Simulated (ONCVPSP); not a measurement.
**Reading a pseudo-wave (H (Z = 1))**

Columns: radius, all-electron u(r) and pseudo u(r) of the 1s shell (level -6.49 eV) of hydrogen in the configuration 1s1; PBE, non-relativistic, ONCV scheme, ONCVPSP 4.0.1.

```json
{"r (bohr)": "0.038", "all-electron": "0.0702", "pseudo": "0.0606"}
{"r (bohr)": "0.075", "all-electron": "0.1335", "pseudo": "0.1188"}
{"r (bohr)": "0.113", "all-electron": "0.1935", "pseudo": "0.1770"}
{"r (bohr)": "0.150", "all-electron": "0.2473", "pseudo": "0.2315"}
{"r (bohr)": "0.188", "all-electron": "0.2981", "pseudo": "0.2850"}
{"r (bohr)": "0.225", "all-electron": "0.3436", "pseudo": "0.3340"}
{"r (bohr)": "0.263", "all-electron": "0.3864", "pseudo": "0.3807"}
{"r (bohr)": "0.300", "all-electron": "0.4244", "pseudo": "0.4224"}
{"r (bohr)": "0.338", "all-electron": "0.4600", "pseudo": "0.4610"}
{"r (bohr)": "0.375", "all-electron": "0.4916", "pseudo": "0.4948"}
{"r (bohr)": "0.413", "all-electron": "0.5209", "pseudo": "0.5259"}
{"r (bohr)": "0.450", "all-electron": "0.5468", "pseudo": "0.5528"}
{"r (bohr)": "0.488", "all-electron": "0.5706", "pseudo": "0.5768"}
{"r (bohr)": "0.525", "all-electron": "0.5914", "pseudo": "0.5968"}
{"r (bohr)": "0.563", "all-electron": "0.6104", "pseudo": "0.6144"}
{"r (bohr)": "0.600", "all-electron": "0.6269", "pseudo": "0.6291"}
{"r (bohr)": "0.638", "all-electron": "0.6417", "pseudo": "0.6426"}
{"r (bohr)": "0.675", "all-electron": "0.6543", "pseudo": "0.6545"}
{"r (bohr)": "0.713", "all-electron": "0.6654", "pseudo": "0.6654"}
{"r (bohr)": "0.750", "all-electron": "0.6747", "pseudo": "0.6747"}
{"r (bohr)": "0.788", "all-electron": "0.6827", "pseudo": "0.6827"}
{"r (bohr)": "0.825", "all-electron": "0.6891", "pseudo": "0.6891"}
{"r (bohr)": "0.863", "all-electron": "0.6943", "pseudo": "0.6943"}
{"r (bohr)": "0.900", "all-electron": "0.6982", "pseudo": "0.6982"}
{"r (bohr)": "0.938", "all-electron": "0.7011", "pseudo": "0.7011"}
{"r (bohr)": "0.975", "all-electron": "0.7028", "pseudo": "0.7028"}
```

(1) How many radial nodes do the two functions have?

(2) At about which radius was the pseudo-wave matched?

(3) Is the pseudo-wave norm-conserving?

Answers

(1) The all-electron 1s function has n − l − 1 = 0; the pseudo-wave has 0.

(2) 0.75 bohr. The columns agree to 0.0005 from 0.68 bohr on; several derivatives are matched, so the curves merge somewhat inside the radius.

(3) Yes: the ONCV scheme keeps the norm inside the radius equal to the all-electron one, which fixes the energy derivative of the logarithmic derivative at the level.
